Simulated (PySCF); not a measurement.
PySCF job for trisilylamine (H₉NSi₃), SMILES [SiH3]N([SiH3])[SiH3], TDDFT-PBE/def2-SVPD. Geometry optimised at B3LYP-D3(BJ)/def2-SVP. The geometry has at least one imaginary mode, so it is a saddle point at that level.

```python
import numpy as np
from pyscf import gto, scf, dft, tdscf

mol = gto.M(
    atom='''
    Si    0.29295070    1.66453181    0.49159588
    N     0.01319674    0.01802001   -0.07195639
    Si   -1.62666986   -0.51658599   -0.43471984
    Si    1.32986266   -1.15321815   -0.03583090
    H    -0.69010187    2.57244840   -0.16312478
    H     0.13373326    1.79533867    1.97184160
    H     1.68293840    2.06717761    0.13747872
    H    -2.39272613    0.62644644   -1.00575978
    H    -1.56383676   -1.63654475   -1.41505299
    H    -2.35059289   -1.00107738    0.77973124
    H     1.46672764   -1.81642227    1.29647673
    H     1.06627856   -2.20767867   -1.05459629
    H     2.60919355   -0.45201570   -0.33793143
    ''',
    basis='def2-SVPD',
    charge=0,
    spin=0,
    max_memory=1600,
    verbose=4,
)
mf = dft.RKS(mol, xc='pbe').density_fit(auxbasis='def2-universal-jkfit')
mf.grids.level = 3
mf.conv_tol = 1e-9
mf.max_cycle = 100
mf.kernel()
mf.grids = dft.Grids(mol).set(level=1).build(with_non0tab=True)  # coarser grid for the response kernel
td = tdscf.TDDFT(mf)
td.singlet = True
td.nstates = 10
td.conv_tol = 1e-4
td.positive_eig_threshold = 1e-6
td.kernel(x0=td.get_init_guess(mf, 15))
td.analyze()
tt = tdscf.TDA(mf)
tt.singlet = False
tt.nstates = 4
tt.conv_tol = 1e-4
tt.positive_eig_threshold = 1e-6
tt.kernel(x0=tt.get_init_guess(mf, 9))
tt.analyze(verbose=3)
```

Program output:

```
PySCF version 2.14.0

[INPUT] verbose = 4
[INPUT] num. atoms = 13
[INPUT] num. electrons = 58
[INPUT] charge = 0
[INPUT] spin (= nelec alpha-beta = 2S) = 0
[INPUT] symmetry False subgroup None
[INPUT] Mole.unit = angstrom
[INPUT] Symbol           X                Y                Z      unit          X                Y                Z       unit  Magmom
[INPUT]  1 Si     0.292950700000   1.664531810000   0.491595880000 AA    0.553596591000   3.145509246527   0.928981577165 Bohr   0.0
[INPUT]  2 N      0.013196740000   0.018020010000  -0.071956390000 AA    0.024938224337   0.034052883662  -0.135977870012 Bohr   0.0
[INPUT]  3 Si    -1.626669860000  -0.516585990000  -0.434719840000 AA   -3.073960530485  -0.976206040887  -0.821501438515 Bohr   0.0
[INPUT]  4 Si     1.329862660000  -1.153218150000  -0.035830900000 AA    2.513076210686  -2.179266465378  -0.067710587797 Bohr   0.0
[INPUT]  5 H     -0.690101870000   2.572448400000  -0.163124780000 AA   -1.304103532350   4.861222945576  -0.308261158330 Bohr   0.0
[INPUT]  6 H      0.133733260000   1.795338670000   1.971841600000 AA    0.252719235145   3.392698387141   3.726240585024 Bohr   0.0
[INPUT]  7 H      1.682938400000   2.067177610000   0.137478720000 AA    3.180292660514   3.906399533733   0.259797128756 Bohr   0.0
[INPUT]  8 H     -2.392726130000   0.626446440000  -1.005759780000 AA   -4.521597076790   1.183812203309  -1.900610531303 Bohr   0.0
[INPUT]  9 H     -1.563836760000  -1.636544750000  -1.415052990000 AA   -2.955223179927  -3.092621368095  -2.674062602847 Bohr   0.0
[INPUT] 10 H     -2.350592890000  -1.001077380000   0.779731240000 AA   -4.441976792450  -1.891762077697   1.473478494368 Bohr   0.0
[INPUT] 11 H      1.466727640000  -1.816422270000   1.296476730000 AA    2.771713538930  -3.432540616861   2.449985946572 Bohr   0.0
[INPUT] 12 H      1.066278560000  -2.207678670000  -1.054596290000 AA    2.014974450896  -4.171908057344  -1.992898160082 Bohr   0.0
[INPUT] 13 H      2.609193550000  -0.452015700000  -0.337931430000 AA    4.930661215482  -0.854185877004  -0.638597851583 Bohr   0.0

nuclear repulsion = 288.852397170464
number of shells = 74
number of NR pGTOs = 246
number of NR cGTOs = 164
basis = def2-SVPD
ecp = {}


[settings echo left out]
init E= -927.666330330549
  HOMO = -0.303904894023867  LUMO = -0.0793586339652905  gap/eV = 6.11021
cycle= 1 E= -927.765874711325  delta_E= -0.0995  |g|= 0.514  |ddm|= 4.09
  HOMO = -0.138563023327746  LUMO = -0.0242455964173551  gap/eV = 3.11074
cycle= 2 E= -927.521241037045  delta_E= 0.245  |g|= 1.12  |ddm|= 1.76
  HOMO = -0.240691084586069  LUMO = -0.0474320126670627  gap/eV = 5.25885
cycle= 3 E= -927.821080229967  delta_E= -0.3  |g|= 0.124  |ddm|= 1.32
  HOMO = -0.230149346709866  LUMO = -0.0433027616721651  gap/eV = 5.08435
cycle= 4 E= -927.825786520997  delta_E= -0.00471  |g|= 0.0247  |ddm|= 0.259
  HOMO = -0.234271930637185  LUMO = -0.0464162595151048  gap/eV = 5.11181
cycle= 5 E= -927.826034560364  delta_E= -0.000248  |g|= 0.00421  |ddm|= 0.0499
  HOMO = -0.233314257382617  LUMO = -0.045654832385599  gap/eV = 5.10647
cycle= 6 E= -927.826042312588  delta_E= -7.75e-06  |g|= 0.000855  |ddm|= 0.00972
  HOMO = -0.233301001788426  LUMO = -0.0456536877004261  gap/eV = 5.10614
cycle= 7 E= -927.826042629362  delta_E= -3.17e-07  |g|= 0.000169  |ddm|= 0.00218
  HOMO = -0.233304769055778  LUMO = -0.0456591198959293  gap/eV = 5.10610
cycle= 8 E= -927.826042640446  delta_E= -1.11e-08  |g|= 3.12e-05  |ddm|= 0.000389
  HOMO = -0.233307559882764  LUMO = -0.045659637326978  gap/eV = 5.10616
cycle= 9 E= -927.826042640807  delta_E= -3.61e-10  |g|= 1.9e-06  |ddm|= 5.69e-05
  HOMO = -0.233307758455914  LUMO = -0.0456597756574015  gap/eV = 5.10616
Extra cycle  E= -927.826042640803  delta_E= 4.09e-12  |g|= 1.53e-06  |ddm|= 7.28e-06
converged SCF energy = -927.826042640803
tot grids = 46608
Overwritten attributes  positive_eig_threshold  of <class 'pyscf.tdscf.rks.CasidaTDDFT'>


******** <class 'pyscf.tdscf.rks.CasidaTDDFT'> for <class 'pyscf.df.df_jk.DFRKS'> ********
nstates = 10 singlet
deg_eia_thresh = 1.000e-03
wfnsym = None
conv_tol = 0.0001
eigh lindep = 1e-12
eigh level_shift = 0
eigh max_cycle = 100


Excitation energies (eV)
[5.21019437 6.16453543 6.16795965 6.22973663 6.74023212 6.78093623
 6.78374744 6.81597642 7.06913737 7.07031171]

** Singlet excitation energies and oscillator strengths **
Excited State   1:      5.21019 eV    237.96 nm  f=0.0011
      29 -> 30       -0.70428
Excited State   2:      6.16454 eV    201.12 nm  f=0.0024
      29 -> 31       -0.70404
Excited State   3:      6.16796 eV    201.01 nm  f=0.0022
      29 -> 32        0.70402
Excited State   4:      6.22974 eV    199.02 nm  f=0.0436
      29 -> 33       -0.70227
Excited State   5:      6.74023 eV    183.95 nm  f=0.0007
      29 -> 34        0.70032
Excited State   6:      6.78094 eV    182.84 nm  f=0.0064
      29 -> 35       -0.70305
Excited State   7:      6.78375 eV    182.77 nm  f=0.0062
      29 -> 36       -0.70298
Excited State   8:      6.81598 eV    181.90 nm  f=0.0000
      28 -> 30       -0.70680
Excited State   9:      7.06914 eV    175.39 nm  f=0.0002
      27 -> 30       -0.69815
Excited State  10:      7.07031 eV    175.36 nm  f=0.0003
      26 -> 30       -0.69799

** Transition electric dipole moments (AU) **
state          X           Y           Z        Dip. S.      Osc.
  1        -0.0165     -0.0223      0.0876      0.0084      0.0011
  2        -0.0154      0.1157      0.0467      0.0158      0.0024
  3         0.1108     -0.0009      0.0470      0.0145      0.0022
  4        -0.1013     -0.1349      0.5072      0.2857      0.0436
  5        -0.0157     -0.0203      0.0619      0.0045      0.0007
  6        -0.0267      0.1892      0.0430      0.0383      0.0064
  7        -0.1886     -0.0178     -0.0395      0.0375      0.0062
  8        -0.0008      0.0010      0.0001      0.0000      0.0000
  9        -0.0047      0.0353      0.0079      0.0013      0.0002
 10        -0.0376     -0.0032     -0.0077      0.0015      0.0003

** Transition velocity dipole moments (imaginary part, AU) **
state          X           Y           Z        Dip. S.      Osc.
  1        -0.0015     -0.0020      0.0079      0.0001      0.0002
  2        -0.0033      0.0232      0.0102      0.0007      0.0019
  3         0.0221     -0.0005      0.0105      0.0006      0.0018
  4        -0.0246     -0.0329      0.1245      0.0172      0.0501
  5        -0.0047     -0.0061      0.0198      0.0005      0.0012
  6        -0.0066      0.0467      0.0106      0.0023      0.0062
  7        -0.0465     -0.0044     -0.0097      0.0023      0.0061
  8        -0.0002      0.0003      0.0000      0.0000      0.0000
  9        -0.0012      0.0090      0.0020      0.0001      0.0002
 10        -0.0096     -0.0008     -0.0020      0.0001      0.0002

** Transition magnetic dipole moments (imaginary part, AU) **
state          X           Y           Z
  1        -0.0037      0.0038      0.0007
  2        -0.7309     -0.0382     -0.1515
  3        -0.0745      0.7317      0.1758
  4         0.0248     -0.0276     -0.0027
  5         0.0102     -0.0109     -0.0012
  6        -0.0365     -0.0042     -0.0068
  7         0.0061     -0.0373     -0.0094
  8         0.4658      0.6283     -2.4357
  9         0.9998      0.0912      0.2239
 10        -0.1401      0.9720      0.2304
Overwritten attributes  positive_eig_threshold  of <class 'pyscf.tdscf.rks.TDA'>


******** <class 'pyscf.tdscf.rks.TDA'> for <class 'pyscf.df.df_jk.DFRKS'> ********
nstates = 4 triplet
deg_eia_thresh = 1.000e-03
wfnsym = None
conv_tol = 0.0001
eigh lindep = 1e-12
eigh level_shift = 0
eigh max_cycle = 100


Excitation energies (eV)
[4.9416378  5.9828289  5.98920012 6.05002736]

** Triplet excitation energies and oscillator strengths **
Excited State   1:      4.94164 eV    250.90 nm  f=0.0000
Excited State   2:      5.98283 eV    207.23 nm  f=0.0000
Excited State   3:      5.98920 eV    207.01 nm  f=0.0000
Excited State   4:      6.05003 eV    204.93 nm  f=0.0000
```

The calculation finished and met its thresholds.
